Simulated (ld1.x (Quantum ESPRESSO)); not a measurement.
## What one change does to a pseudopotential (Al (Z = 13), TM)

| Property | Result |
| --- | --- |
| Element | aluminium (Al) |
| Generator | ld1.x (Quantum ESPRESSO) 7.5 |
| Type | norm-conserving Troullier–Martins (Kleinman–Bylander form) |
| Functional | PBE |
| Relativity | scalar-relativistic |
| Frozen core | [Ne] |
| Valence charge | 3 |
| Reference configuration | 3s2 3p1 |
| Partial waves | 3p (bound): rc 2.95 bohr; 3d channel at 0.1 Ry: rc 3.05 bohr; 3s (bound): rc 1.50 bohr |
| Local potential | the s channel |
| Core correction | none |

Change: reference 3s1 3p0.

Cutoffs: the cutoffs (Ry, on a coarse ladder) from which the occupation-weighted sum of valence levels, in a spherical-Bessel basis at the reference potential, stays within 10 and 1 mRy of its value at 400 Ry; they do not see the model core or the augmentation charge, which bear on the density cutoff. Errors are all-electron minus pseudo energies relative to the spin-unpolarised reference configuration.

Problem. What does the change do?

Solution. The potential gets softer (25 Ry and 60 Ry → 21 Ry and 55 Ry); the range in which the s phases agree narrows (upper end 1.1 → -0.0); the range in which the p phases agree narrows (upper end 1.3 → 0.3); neither file shows a bound ghost.

| quantity | base | changed |
| --- | --- | --- |
| cutoff, loose | 25 Ry | 21 Ry |
| cutoff, tight | 60 Ry | 55 Ry |
| bound ghosts | none | none |
| largest error over its own tests, meV | +50 | +51 |
| s: phases at 3.29 bohr within 0.05 rad from the reference energy up to (Ry; the scan ends near 5) | 1.1 | -0.0 |
| p: phases at 3.29 bohr within 0.05 rad from the reference energy up to (Ry; the scan ends near 5) | 1.3 | 0.3 |
| d: phases at 3.29 bohr within 0.05 rad from the reference energy up to (Ry; the scan ends near 5) | 2.2 | 0.3 |
